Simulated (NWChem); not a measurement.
All runs are NWChem calculations. System: CH3FGe, charge 0, spin multiplicity 1, displaced from the optimised geometry. The structure started from a generated list of species. Level: MP2/def2-SVP, 11 core orbitals frozen, spin-restricted.

The NWChem input:

```
start mol
memory heap 200 mb stack 800 mb global 1000 mb
geometry units angstroms nocenter noautoz noautosym
  Ge    -0.470157    -0.079649     0.000000
  F      0.812880    -1.303036     0.000000
  C      0.772164     1.491383     0.000000
  H      0.241185     2.456396     0.000000
  H      1.427471     1.435706    -0.887696
  H      1.918951     1.393949     1.553468
end
basis spherical
  * library def2-svp
end
scf
  rhf
  nopen 0
  maxiter 100
  thresh 1e-7
  semidirect memsize 60000000 filesize 0
end
mp2
  freeze core 11
end
task mp2 energy
```

Output (cleaned and shortened):

```
             Northwest Computational Chemistry Package (NWChem) 7.3.0
             --------------------------------------------------------

                                NWChem Input Module
                                -------------------

 Scaling coordinates for geometry "geometry" by  1.889725989
 (inverse scale =  0.529177249)

                             Geometry "geometry" -> ""
                             -------------------------

 Output coordinates in angstroms (scale by  1.889725989 to convert to a.u.)

  No.       Tag          Charge          X              Y              Z
 ---- ---------------- ---------- -------------- -------------- --------------
    1 Ge                  32.0000    -0.47015700    -0.07964900     0.00000000
    2 F                    9.0000     0.81288000    -1.30303600     0.00000000
    3 C                    6.0000     0.77216400     1.49138300     0.00000000
    4 H                    1.0000     0.24118500     2.45639600     0.00000000
    5 H                    1.0000     1.42747100     1.43570600    -0.88769600
    6 H                    1.0000     1.91895100     1.39394900     1.55346800

 Effective nuclear repulsion energy (a.u.)     177.6038128938

            Nuclear Dipole moment (a.u.)
            ----------------------------
        X                 Y               Z
 ---------------- ---------------- ----------------
     0.9287757569    -0.0788828319     1.2581266509


 Summary of "ao basis" -> "" (spherical)
 ------------------------------------------------------------------------------
       Tag                 Description            Shells   Functions and Types
 ---------------- ------------------------------  ------  ---------------------
 *                          def2-svp                  on all atoms

 Summary of "ao basis" -> "ao basis" (spherical)
 ------------------------------------------------------------------------------
       Tag                 Description            Shells   Functions and Types
 ---------------- ------------------------------  ------  ---------------------
 Ge                         def2-svp                12       32   5s4p3d
[...]
     1   1 0 0     -0.681945      0.000000      0.928776
     1   0 1 0      0.762311      0.000000     -0.078883
     1   0 0 1     -0.303447      0.000000      1.258127

     2   2 0 0    -25.194947      0.000000     79.906594
     2   1 1 0      0.517315      0.000000     13.897732
     2   1 0 1     -0.755635      0.000000      6.120335
     2   0 2 0    -24.329106      0.000000    138.799051
     2   0 1 1     -0.980218      0.000000      3.181764
     2   0 0 2    -20.086059      0.000000     11.431930

                   NWChem MP2 Semi-direct Energy/Gradient Module
                   ---------------------------------------------

  Basis functions       =     75
  Molecular orbitals    =     75
  Frozen core           =     11
  Frozen virtuals       =      0
  Active alpha occupied =     14
  Active beta occupied  =     14
  Active alpha virtual  =     50
  Active beta virtual   =     50
  Use MO symmetry       = F
  Use skeleton AO sym   = F

  AO/Fock/Back tols     =   1.0D-09  1.0D-09  1.0D-09

 GA uses MA = F    GA memory limited = T

 Available:
  local mem=  1.15D+08
 global mem=  1.31D+08
 local disk=  0.00D+00
  mp2_memr nvloc                    50
  nvloc new                    50
   1 passes of  14:        3145728                      29325                   6671317.
   1 passes of  14: M    114683600           G      131060750           F     111537872.

 Semi-direct pass number   1 of   1  for RHF alpha+beta  at        2.8s
  vrange nnbf                  2799
  mp2_eaftype                    25  avail_ma_in_mb                   999
 EAF : mp2_eaftype filesize          25    3335658.
  mp2_eaf for mointskh                     25
Node 0 wrote     15.7 Mb in      0.0 s     Agg I/O rate:   880.5 Mb/s
 Done moints_semi at        6.7s
  mp2_eaftype                    25  avail_ma_in_mb                   974
 EAF : mp2_eaftype filesize          25    3335658.
  mp2_eaf for kh                    25
 Done maket at        6.9s
 Done multipass loop at        6.9s

          -------------------------------------------
          SCF energy               -2213.928624229101
          Correlation energy          -0.550764925919
          Singlet pairs               -0.330144049152
          Triplet pairs               -0.220620876766
          Total MP2 energy         -2214.479389155020
          -------------------------------------------

          ---------------------------------------------------
                    Spin Component Scaled (SCS) MP2
          Same spin pairs                     -0.147080584511
          Same spin scaling factor             0.333333333333
          Opposite spin pairs                 -0.403684341408
          Opposite spin scaling fact.          1.200000000000
          SCS-MP2 correlation energy          -0.533448071193
          Total SCS-MP2 energy             -2214.462072300294
          ---------------------------------------------------

 -----------------------
 Performance information
 -----------------------

 Timer overhead =  2.04D-07 seconds/call

               Nr. of calls         CPU time (s)                 Wall time (s)                GFlops
             ---------------    -------------------     ------------------------------   -------------------
Name         Min   Avg   Max    Min     Avg     Max     Min     Avg     Max   Mx/calls   Min     Max     Sum
mp2: moin     1     1     1    3.9     3.9     3.9      3.9     3.9     3.9     3.9      0.0     0.0     0.0
mp2: make     1     1     1   0.24    0.24    0.24     0.24    0.24    0.24    0.24      0.0     0.0     0.0
mp2: tota     1     1     1    4.2     4.2     4.2      4.2     4.2     4.2     4.2      0.0     0.0     0.0

 The average no. of pstat calls per process was 3.00D+00
 with a timing overhead of 6.13D-07s

 Task  times  cpu:        6.9s     wall:        6.9s

 Total times  cpu:        6.9s     wall:        6.9s
```
